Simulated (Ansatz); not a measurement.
System: SrF2, net charge 1, doublet state. SMILES of the parent species: [F][Sr][F]
Coordinates optimised at B3LYP-D3(BJ)/def2-TZVP (Ansatz, a program for electronic structure):
```xyz
3

Sr    -0.1196    -0.4242    -0.4577
F      0.1221     1.6411     0.3094
F      0.3827     0.1500     1.6232
```
Charge +1, spin multiplicity 2.

Parts of the frozen-core correlation energy in STO-3G (Ansatz, hartree). Frozen orbitals: 20; correlated occupied orbitals by spin: 8 and 7; virtual: 4 and 5. UHF or UKS for open shells. No spin-orbit coupling. Past Kr the def2 sets carry scalar-relativistic core potentials. STO-3G rows are all-electron and non-relativistic. The program attaches cautions to this run: large difference.

| term | value |
|---|---|
| reference (HF) | -3295.01440 |
| MP2 opposite-spin | [?] |
| MP2 same-spin | [?] |
| CCSD correlation | -0.04653 |
| (T) | [?] |
| T1 diagnostic | 0.086 |
| largest doubles amplitude | 0.191 |
| <S^2> of the reference | 1.294 |

### Question
Complete the blanks.

### Answer

- MP2 opposite-spin, value: -0.00711
- MP2 same-spin, value: -0.00382
- (T), value: -0.00253
